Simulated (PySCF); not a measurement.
## Two-component Hartree-Fock for Er (erbium, neutral)

Start: [Xe] 4f12 6s2; 4f5/2 filled at m_j = -5/2, -3/2, -1/2, +1/2, +3/2, +5/2; 4f7/2 filled at m_j = -3/2, -1/2, +1/2, +3/2, +5/2, +7/2. Calculated with PySCF 2.14 in x2c-TZVPall-2c (11s11p10d4f1g, 131 functions): generalised Hartree-Fock with the X2C-1e Hamiltonian and a Gaussian nucleus; one run each with spin-orbit coupling (SO) switched off, then screened by Boettger's factors.

| spinor shell | electrons | ε, spin-free (eV) | ε, screened SO (eV) | weight of nominal j (screened SO) | rms radius, screened SO (bohr) |
| --- | --- | --- | --- | --- | --- |
| 1s1/2 | 2 | -57776.8 | -57763.7 | 1.000 | 0.0231 |
| 2s1/2 | 2 | -9834.7 | -9830.7 | 1.000 | 0.0935 |
| 2p1/2 | 2 | -8695.5 | -9345.1 | 1.000 | 0.0798 |
| 2p3/2 | 4 | -8695.5 | -8423.1 | 1.000 | 0.0866 |
| 3s1/2 | 2 | -2257.9 | -2256.6 | 1.000 | 0.240 |
| 3p1/2 | 2 | -1904.7 | -2043.6 | 1.000 | 0.231 |
| 3p3/2 | 4 | -1904.7 | -1845.6 | 1.000 | 0.245 |
| 3d3/2 | 4 | -1460.0 | -1485.6 | 1.000 | 0.218 |
| 4s1/2 | 2 | -471.53 | -471.17 | 1.000 | 0.541 |
| 4p1/2 | 2 | -352.89 | -385.16 | 0.998 | 0.554 |
| 4p3/2 | 4 | -352.89 | -339.08 | 0.999 | 0.585 |
| 4d3/2 | 4 | -190.80 | -197.48 | 0.980 | 0.625 |
| 4d5/2 | 6 | -190.80 | -186.11 | 0.987 | 0.637 |
| 5s1/2 | 2 | -62.969 | -62.923 | 1.000 | 1.36 |
| 5p1/2 | 2 | -32.761 | -37.028 | 0.990 | 1.54 |
| 5p3/2 | 4 | -32.761 | -30.972 | 0.995 | 1.66 |
| 4f5/2 | 6 | -13.671 | -14.755 | 0.896 | 0.891 |
| 4f7/2 | 6 | -13.671 | -12.497 | 0.911 | 0.919 |
| 6s1/2 | 2 | -5.213 | -5.216 | 1.000 | 4.63 |

Task: Where does 3d5/2 lie, and what is the 3d spin-orbit splitting (screened SO)?

Result: At -1441.9 eV, 43.717 eV above 3d3/2.

| quantity | spin-free | screened SO |
| --- | --- | --- |
| E (hartree) | -13076.64248 | -13087.53858 |
| M_J | 6 | 6 |
| ⟨J²⟩ | 42.016 | 42.016 |
| ⟨L²⟩ | 30.013 | 30.187 |
| ⟨S²⟩ | 2.003 | 2.084 |

Each row is a mean over spinors that exchange with the open shell spreads, by up to 12.971 eV (4d5/2).

Rows whose weight is well below 1 are mixtures of j = l ± 1/2: exchange outweighs spin-orbit coupling there, and the label is only the starting occupation.

Breit and QED terms are absent; they matter most for the inner s and p1/2 levels.

Densities and radii are taken from the X2C orbitals without a picture-change correction, which distorts them close to the nucleus.

Without spin-orbit coupling the j labels of p, d and f shells carry no meaning; the spin-free column gives the mean over the occupied spinors of each nl shell.
